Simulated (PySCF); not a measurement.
A PySCF script (with the pyscf-properties extension) for the NMR shieldings of `InChI=1S/C6H12P2/c1-5-6-8(4)7(2)3/h1H,6H2,2-4H3`, on a GFN2-xTB geometry:

```python
import basis_set_exchange as bse
import numpy as np
from pyscf import gto, dft
from pyscf.prop import nmr

atoms = """
C     3.877362    1.204525   -0.113933
C     2.807169    0.837063   -0.506015
C     1.504591    0.397878   -0.938825
P     0.300552    0.413906    0.502064
C     1.025085   -1.012860    1.437027
P    -1.292599   -0.697910   -0.531730
C    -2.042062    0.740549   -1.431977
C    -2.477950   -0.749642    0.892744
H     4.822032    1.529349    0.205357
H     1.126524    1.082370   -1.704538
H     1.561204   -0.612405   -1.357153
H     1.022333   -1.922548    0.837298
H     2.047924   -0.757084    1.710853
H     0.451730   -1.176964    2.347908
H    -1.438561    0.978580   -2.306127
H    -2.112172    1.616944   -0.789370
H    -3.037204    0.455109   -1.769876
H    -3.458983   -1.040377    0.520068
H    -2.546234    0.220921    1.381958
H    -2.145889   -1.496725    1.611232
"""
names = dict.fromkeys(["C", "P", "H"], "pcSseg-1")
basis = {el: gto.basis.parse(bse.get_basis(n, elements=[el], fmt="nwchem")) for el, n in names.items()}
mol = gto.M(atom=atoms, basis=basis, charge=0, verbose=0)
mf = dft.RKS(mol, xc="PBE0")
mf.grids.level = 2
mf.grids.alignment = dft.numint.BLKSIZE   # the property module wants whole blocks of grid points
mf.conv_tol = 1e-9
mf.kernel()

calc = nmr.RKS(mf)   # GIAO
C = mf.mo_coeff
Co = C[:, mf.mo_occ > 0]
resp = mf.gen_response(singlet=True, hermi=2)
def vind(x):   # induced exchange potential for any number of trial vectors
    d = np.einsum("pi,xij,qj->xpq", C, 2 * x.reshape(-1, C.shape[1], Co.shape[1]), Co, optimize=True)
    return np.einsum("xpq,pi,qj->xij", resp(d - d.transpose(0, 2, 1)), C, Co, optimize=True).ravel()
mo1, _ = nmr.rhf.solve_mo1(calc, with_cphf=vind)
sigma = calc.kernel(mo1)
for i, s in enumerate(sigma):   # ppm
    w = np.linalg.eigvalsh((s + s.T) / 2)
    print("%2d %-2s iso %8.1f  s11 %8.1f  s22 %8.1f  s33 %8.1f" % (i, mol.atom_pure_symbol(i), w.mean(), *w))
```

**Question.** Give the expected output.

**Answer.** 
```
 0 C  iso    110.8  s11     36.4  s22     41.1  s33    254.8
 1 C  iso    101.8  s11      0.8  s22      9.2  s33    295.4
 2 C  iso    167.5  s11    154.2  s22    170.3  s33    177.9
 3 P  iso    364.0  s11    304.2  s22    369.5  s33    418.5
 4 C  iso    175.3  s11    164.0  s22    170.2  s33    191.6
 5 P  iso    381.7  s11    324.2  s22    379.2  s33    441.7
 6 C  iso    172.7  s11    164.1  s22    165.9  s33    188.1
 7 C  iso    173.1  s11    164.4  s22    167.4  s33    187.6
 8 H  iso     30.3  s11     24.7  s22     25.0  s33     41.1
 9 H  iso     29.3  s11     22.4  s22     30.6  s33     35.0
10 H  iso     29.4  s11     23.7  s22     30.5  s33     34.1
11 H  iso     30.7  s11     26.4  s22     28.9  s33     36.9
12 H  iso     29.9  s11     24.2  s22     28.6  s33     36.9
13 H  iso     30.6  s11     25.6  s22     28.5  s33     37.8
14 H  iso     30.7  s11     25.3  s22     29.2  s33     37.6
15 H  iso     30.6  s11     26.1  s22     29.1  s33     36.4
16 H  iso     30.6  s11     25.7  s22     27.5  s33     38.7
17 H  iso     30.6  s11     25.8  s22     27.4  s33     38.7
18 H  iso     30.6  s11     26.2  s22     29.1  s33     36.6
19 H  iso     30.6  s11     25.2  s22     29.2  s33     37.6
```

These numbers come from an equivalent density-fitted implementation of the same equations, which agrees with the script to about 0.01 ppm for H and up to a few tenths of a ppm for heavy atoms, so last digits may differ.

Size and cost of the density-fitted run: 210 basis functions, 33 s wall time on 1 thread of an Arm Neoverse V2, shared host; peak memory 1 GiB.
